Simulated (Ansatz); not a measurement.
Frontier orbitals of C2H10BNSi, SMILES `CB(C)N[SiH3]`.

The species carries charge 0 and has multiplicity 1. The structure was optimised at the PBE0-D4/def2-TZVP level. It is one conformer, not always the lowest. Basis def2-TZVPP, Ansatz 0.2.0.

Orbital energies of one run (eV). Highest occupied ones, from the top: -6.71, -7.09, -8.02, -8.32, -8.62, -8.98, -9.06, -9.87, -10.10, -10.26, -12.33, -13.35, -16.55, -17.23. Empty: -0.38, -0.34, 0.64, 0.72, 1.00, 1.23.

Which functional gave them?
A. B97M-V
B. ωB97X-V
C. r2SCAN0
D. revPBE

D. HOMO energies: revPBE -6.71, r2SCAN0 -8.24, B97M-V -7.12, ωB97X-V -10.46 eV.
